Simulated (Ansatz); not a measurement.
Geometry optimisation of ClH3NOSi (`N[Si](O)Cl`) radical.

```yaml
crystal:
  periodic: [false, false, false]
  atoms:
    - {symbol: N, position_ang: [-1.014740, 0.341260, 0.422540]}
    - {symbol: Si, position_ang: [0.613130, 0.516830, -0.116930]}
    - {symbol: O, position_ang: [1.404670, -0.866930, 0.230340]}
    - {symbol: Cl, position_ang: [0.895610, 0.720870, -2.127070]}
    - {symbol: H, position_ang: [-1.507310, -0.511950, 0.185020]}
    - {symbol: H, position_ang: [-1.639830, 1.127080, 0.355400]}
    - {symbol: H, position_ang: [1.248470, -1.327160, 1.050690]}
basis:
  gaussian: {orbitals: def2-TZVP}
magnetization: {spin_polarized: true, initial_magnetization: 1}
hamiltonian: {xc: pbe0, dispersion: d4}
relax: {f_tol: 0.005, max_steps: 150}
```

```sh
$ ansatz run in.yaml --threads 2 --pin off --events-out ev --progress --plain --max-ram 22528MiB --backend cpu
```

Shortened log:

```
Functional definition: PBE0
mean field -23979.38617115 eV, -881.2261879781 hartree, gradient 1.3e-5 eV, S^2 0.751804; 0 other end points of the search recorded, 0 dependent functions left out
relax step   1: F+E_penalty+E_count = -23979.52107840 eV  Δ(F+E_penalty+E_count) = +0.000e0 eV  max|allowed force component| = 6.173e-1 eV/Å  Δτ_max = 0.0000 Å  (32 SCF iters, accepted)
mean field -23979.40340070 eV, -881.2268211524 hartree, gradient 1.1e-5 eV, S^2 0.751851; 0 other end points of the search recorded, 0 dependent functions left out
relax step   2: F+E_penalty+E_count = -23979.53785781 eV  Δ(F+E_penalty+E_count) = -1.678e-2 eV  max|allowed force component| = 2.783e-1 eV/Å  Δτ_max = 0.0418 Å  (33 SCF iters, accepted)
mean field -23979.40940532 eV, -881.2270418182 hartree, gradient 1.0e-5 eV, S^2 0.751865; 0 other end points of the search recorded, 0 dependent functions left out
relax step   3: F+E_penalty+E_count = -23979.54399305 eV  Δ(F+E_penalty+E_count) = -6.135e-3 eV  max|allowed force component| = 2.001e-1 eV/Å  Δτ_max = 0.0291 Å  (33 SCF iters, accepted)
mean field -23979.41356702 eV, -881.2271947578 hartree, gradient 9.6e-6 eV, S^2 0.751860; 0 other end points of the search recorded, 0 dependent functions left out
relax step   4: F+E_penalty+E_count = -23979.54813290 eV  Δ(F+E_penalty+E_count) = -4.140e-3 eV  max|allowed force component| = 1.548e-1 eV/Å  Δτ_max = 0.0325 Å  (33 SCF iters, accepted)
mean field -23979.41561368 eV, -881.2272699710 hartree, gradient 8.8e-6 eV, S^2 0.751862; 0 other end points of the search recorded, 0 dependent functions left out
relax step   5: F+E_penalty+E_count = -23979.55020348 eV  Δ(F+E_penalty+E_count) = -2.071e-3 eV  max|allowed force component| = 1.074e-1 eV/Å  Δτ_max = 0.0160 Å  (34 SCF iters, accepted)
mean field -23979.41613233 eV, -881.2272890311 hartree, gradient 8.8e-6 eV, S^2 0.751858; 0 other end points of the search recorded, 0 dependent functions left out
relax step   6: F+E_penalty+E_count = -23979.55068318 eV  Δ(F+E_penalty+E_count) = -4.797e-4 eV  max|allowed force component| = 2.563e-2 eV/Å  Δτ_max = 0.0155 Å  (35 SCF iters, accepted)
mean field -23979.41618478 eV, -881.2272909584 hartree, gradient 9.0e-6 eV, S^2 0.751871; 0 other end points of the search recorded, 0 dependent functions left out
relax step   7: F+E_penalty+E_count = -23979.55076270 eV  Δ(F+E_penalty+E_count) = -7.952e-5 eV  max|allowed force component| = 4.451e-2 eV/Å  Δτ_max = 0.0114 Å  (34 SCF iters, accepted)
mean field -23979.41626394 eV, -881.2272938678 hartree, gradient 1.9e-5 eV, S^2 0.751868; 0 other end points of the search recorded, 0 dependent functions left out
relax step   8: F+E_penalty+E_count = -23979.55082515 eV  Δ(F+E_penalty+E_count) = -6.245e-5 eV  max|allowed force component| = 8.474e-3 eV/Å  Δτ_max = 0.0024 Å  (26 SCF iters, accepted)
mean field -23979.41627197 eV, -881.2272941627 hartree, gradient 8.5e-6 eV, S^2 0.751868; 0 other end points of the search recorded, 0 dependent functions left out
relax step   9: F+E_penalty+E_count = -23979.55083048 eV  Δ(F+E_penalty+E_count) = -5.324e-6 eV  max|allowed force component| = 3.070e-3 eV/Å  Δτ_max = 0.0023 Å  (26 SCF iters, accepted)
mean field -23979.41627197 eV, -881.2272941627 hartree, gradient 1.0e-5 eV, S^2 0.751868; 1 other end points of the search recorded, 0 dependent functions left out
Total energy: -23979.55085819 eV, -881.2322401152 hartree
Atom 0 at    -1.020787     0.324464     0.376023 Å, force     0.001436     0.000218    -0.001076 eV/Å
Atom 1 at     0.604805     0.479751    -0.117314 Å, force    -0.000485    -0.000790     0.002072 eV/Å
Atom 2 at     1.383968    -0.929271     0.207308 Å, force    -0.000651     0.001417    -0.002847 eV/Å
Atom 3 at     0.905326     0.749850    -2.144468 Å, force    -0.000230     0.000611    -0.001356 eV/Å
Atom 4 at    -1.544227    -0.510643     0.153469 Å, force     0.000394     0.000039     0.000712 eV/Å
Atom 5 at    -1.615648     1.136156     0.418001 Å, force    -0.000668     0.000131    -0.000575 eV/Å
Atom 6 at     1.286563    -1.250306     1.106970 Å, force     0.000205    -0.001626     0.003070 eV/Å
Dipole moment:    -0.432916    -0.080682     0.461468 e Å
```

Run time 37 s (2 threads of an AMD EPYC 7R13 on a shared host); peak host memory 0.48 GiB.
